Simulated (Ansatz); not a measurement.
A nudged elastic band was laid between two geometries of Cl$_{2}$FH$_{4}$NOTi (10 atoms, charge 0, multiplicity 1).

Computed with RKS PBE0/def2-SVP (Ansatz).

- movable images: 4
- climbing image: no
- spring: 5.0 eV/Å²
- optimiser: quadratic models (default)
- start path: through a guess of the saddle point
- force threshold: 0.05 eV/Å
- iteration limit: 60
- end points: relaxed

Initial state:

```xyz
10
Properties=species:S:1:pos:R:3
Ti -0.072 -0.087 0.228
F -0.472 0.082 1.916
Cl 1.948 0.648 -0.401
O -1.042 1.183 -0.477
H -1.371 1.520 -1.316
Cl -1.013 -1.773 -0.923
N 1.182 -1.826 1.039
H 0.593 -2.534 1.477
H 1.695 -2.276 0.281
H 1.864 -1.502 1.726
```

Final state:

```xyz
10
Properties=species:S:1:pos:R:3
Ti 0.309 -0.594 -0.749
F -0.287 0.236 2.419
Cl 2.097 0.139 -1.781
O -0.635 0.718 -0.122
H -0.709 0.826 0.857
Cl -0.935 -1.975 -1.908
N 0.887 -1.499 0.831
H 0.498 -2.425 1.016
H 1.891 -1.521 1.022
H 0.197 -0.470 1.966
```

Task: What changes between the two ends?

Result: Bonds broken: Ti1–F2, N7–H10. Bonds formed: F2–H10. Cl2FH4NOTi becomes Cl2H3NOTi + FH.

Task: What energy profile does the band end with?

Result: The forces met the threshold. The highest image is number 4 of 0 to 5, 136.8 kJ/mol above the first end and 2.6 kJ/mol above the last; the last end lies 134.2 kJ/mol above the first. No image climbed, so the highest image needn't sit at the top of the path. The orbitals stay closed-shell, which can raise the energy where a bond breaks towards radicals; this wasn't checked here.

```csv
image,path coordinate (Å),energy (kJ/mol),Ti1–F2 (Å),N7–H10 (Å),F2–H10 (Å)
0,0.00,0.0,1.74,1.02,2.83
1,1.81,2.2,1.74,1.02,2.55
2,3.61,12.8,1.77,1.02,2.39
3,5.42,49.8,1.86,1.03,1.87
4,7.22,136.8,3.16,1.70,0.96
5,9.03,134.2,3.33,1.68,0.97
```

Task: What is the geometry of the highest image?

Result: 
```xyz
10
Properties=species:S:1:pos:R:3
Ti 0.428 -0.534 -0.704
F -0.987 -0.269 2.113
Cl 2.039 -0.260 -2.164
O -0.091 0.982 -0.036
H -0.588 0.918 0.812
Cl -1.218 -1.779 -1.428
N 1.041 -1.399 0.879
H 1.177 -2.411 0.874
H 1.797 -0.963 1.410
H -0.286 -0.851 1.795
```

Time of the run: 3.2 min on 4 threads of Intel(R) Xeon(R) 6975P-C (Granite Rapids) (shared host), peak memory 0.41 GiB.
